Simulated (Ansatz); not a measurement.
Ansatz (a quantum-chemistry and plane-wave program) input (RI-MP2/cc-pV(Q+d)Z):
A basis named .json is the Basis Set Exchange file of that set.

Ansatz 0.2 input:
```yaml
crystal:
  periodic: [false, false, false]
  atoms:
    - {symbol: Si, position_ang: [-0.02674607, 0.00345831, -0.00585441]}
    - {symbol: F, position_ang: [-0.23021765, -0.31574683, 1.52811554]}
    - {symbol: F, position_ang: [-0.58435377, -1.23126439, -0.80664420]}
    - {symbol: O, position_ang: [-0.80770499, 1.41461461, -0.35575155]}
    - {symbol: O, position_ang: [1.51500366, 0.20832782, -0.44259614]}
    - {symbol: H, position_ang: [2.04719834, 0.89114510, -0.02449857]}
basis:
  gaussian:
    orbitals: cc-pV_Q+d_Z.json
    fitting: {mean_field: def2-universal-jkfit, correlation: cc-pVQZ-RIFIT.json}
magnetization: {spin_polarized: true, initial_magnetization: 1}
correlation: {method: mp2, electrons: outside_noble_gas}
```

End of the output:

```
integrals: 0.45 GiB planned
454 factors; integrals over basis functions are off by at most 2.2e0 eV
0.60 GiB of device memory are held for the factors and their scratch space
mean field: 1.13 GiB planned
mean field evaluation 1: about -17370.7300 eV, gradient 3.3e1 eV
mean field evaluation 2: about -17373.7911 eV, gradient 1.8e1 eV
mean field evaluation 4: about -17374.8266 eV, gradient 1.2e0 eV
mean field evaluation 8: about -17374.8555 eV, gradient 2.9e-1 eV
mean field evaluation 16: about -17374.8555 eV, gradient 3.6e-1 eV
mean field evaluation 32: about -17374.7779 eV, gradient 2.8e0 eV
mean field -17374.85588262 eV, -638.5141765859 hartree, gradient 1.4e-6 eV, S^2 0.756481; 4 other end points of the search recorded, 0 dependent functions left out
9 core orbitals not correlated
741 factors; their error is unknown
reference -17374.85588262 eV, -638.5141765859 hartree; 16, 15 occupied and 289, 290 virtual orbitals, 741 factors
second order -30.63065301 eV of doubles, -0.00000000 eV of singles
Total energy: -17405.48653563 eV, -639.6398323217 hartree
```

It need not be the lowest isomer of its formula.
